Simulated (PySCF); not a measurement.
Species: `C[SiH2][C@@](F)(Cl)CCCCl`. The columns A, B, C and D hold Mulliken, IAO, Hirshfeld and ESP-fitted charges (e) of one PBE0/pcSseg-1 density (PySCF), in a shuffled order. Coordinates in Å (GFN2-xTB); the density's dipole moment is (-0.82, -1.44, -0.92) D.

```json
{"atom": "C1", "x": "-3.598", "y": "-0.104", "z": "0.155", "A": "-0.625", "B": "-0.591", "C": "-0.714", "D": "-0.211"}
{"atom": "Si2", "x": "-1.967", "y": "-0.768", "z": "0.841", "A": "+0.706", "B": "+0.617", "C": "+0.763", "D": "+0.332"}
{"atom": "C3", "x": "-0.550", "y": "0.253", "z": "-0.005", "A": "-0.155", "B": "-0.131", "C": "+0.066", "D": "+0.052"}
{"atom": "F4", "x": "-0.745", "y": "0.243", "z": "-1.373", "A": "-0.300", "B": "-0.128", "C": "-0.306", "D": "-0.096"}
{"atom": "Cl5", "x": "-0.753", "y": "1.962", "z": "0.513", "A": "-0.102", "B": "-0.097", "C": "-0.110", "D": "-0.042"}
{"atom": "C6", "x": "0.862", "y": "-0.215", "z": "0.284", "A": "-0.159", "B": "-0.203", "C": "-0.274", "D": "-0.092"}
{"atom": "C7", "x": "1.935", "y": "0.638", "z": "-0.394", "A": "-0.229", "B": "+0.199", "C": "-0.262", "D": "-0.081"}
{"atom": "C8", "x": "3.324", "y": "0.052", "z": "-0.222", "A": "-0.187", "B": "-0.396", "C": "-0.232", "D": "-0.026"}
{"atom": "Cl9", "x": "3.794", "y": "0.007", "z": "1.501", "A": "-0.171", "B": "-0.142", "C": "-0.124", "D": "-0.069"}
{"atom": "H10", "x": "-3.746", "y": "0.936", "z": "0.435", "A": "+0.153", "B": "+0.147", "C": "+0.168", "D": "+0.042"}
{"atom": "H11", "x": "-4.441", "y": "-0.673", "z": "0.534", "A": "+0.144", "B": "+0.156", "C": "+0.161", "D": "+0.046"}
{"atom": "H12", "x": "-3.616", "y": "-0.161", "z": "-0.930", "A": "+0.152", "B": "+0.160", "C": "+0.167", "D": "+0.047"}
{"atom": "H13", "x": "-1.735", "y": "-2.167", "z": "0.466", "A": "-0.084", "B": "-0.131", "C": "-0.124", "D": "-0.076"}
{"atom": "H14", "x": "-1.798", "y": "-0.558", "z": "2.278", "A": "-0.056", "B": "-0.121", "C": "-0.116", "D": "-0.073"}
{"atom": "H15", "x": "0.936", "y": "-1.245", "z": "-0.075", "A": "+0.137", "B": "+0.132", "C": "+0.146", "D": "+0.044"}
{"atom": "H16", "x": "1.012", "y": "-0.216", "z": "1.363", "A": "+0.157", "B": "+0.099", "C": "+0.160", "D": "+0.034"}
{"atom": "H17", "x": "1.724", "y": "0.697", "z": "-1.465", "A": "+0.143", "B": "+0.030", "C": "+0.154", "D": "+0.042"}
{"atom": "H18", "x": "1.910", "y": "1.649", "z": "0.015", "A": "+0.152", "B": "+0.035", "C": "+0.154", "D": "+0.028"}
{"atom": "H19", "x": "3.371", "y": "-0.975", "z": "-0.584", "A": "+0.158", "B": "+0.177", "C": "+0.157", "D": "+0.048"}
{"atom": "H20", "x": "4.073", "y": "0.657", "z": "-0.731", "A": "+0.166", "B": "+0.187", "C": "+0.166", "D": "+0.053"}
```

Q: Which column most likely holds the ESP-fitted charges?

A: B. Σ q r misses the density's dipole by 0.09 D (B), 1.13 D (D), 2.21 D (C), 2.76 D (A). Charges fitted to the outside potential are the only set here that is tied to the molecule's multipoles.

Q: And the Hirshfeld charges?

A: D. The mean sizes are 0.077 e (D), 0.194 e (B), 0.207 e (A), 0.226 e (C), and Hirshfeld charges are commonly the smallest of these schemes.

As computed, A = Mulliken, B = ESP-fitted, C = IAO, D = Hirshfeld. Hydrogens on carbon: Mulliken +0.14 to +0.17, ESP-fitted +0.03 to +0.19, IAO +0.15 to +0.17, Hirshfeld +0.03 to +0.05 e.

The Hirshfeld scheme weights the molecular density at each point by an atom's share of the summed free-atom densities. The IAO scheme projects the occupied orbitals on a minimal set of polarised atomic orbitals and counts the electrons in each atom's part of it.

Isolated species at its GFN2-xTB geometry (one conformer only).

These values come from a run that also computed NMR shieldings. Time: 83 s of wall time; peak memory 1.1 GiB. Hardware: Arm Neoverse V1, one thread, shared host with 32 logical CPUs at a one-minute load of 28.

Shape of the structure used: `[CH3:1][SiH2:2][C@@:3]([F:4])([Cl:5])[CH2:6][CH2:7][CH2:8][Cl:9]`: C1–Si2–C3–F4 -51°, Si2–C3–C6–C7 -179°, C3–C6–C7–C8 -173°, C6–C7–C8–Cl9 -63°.
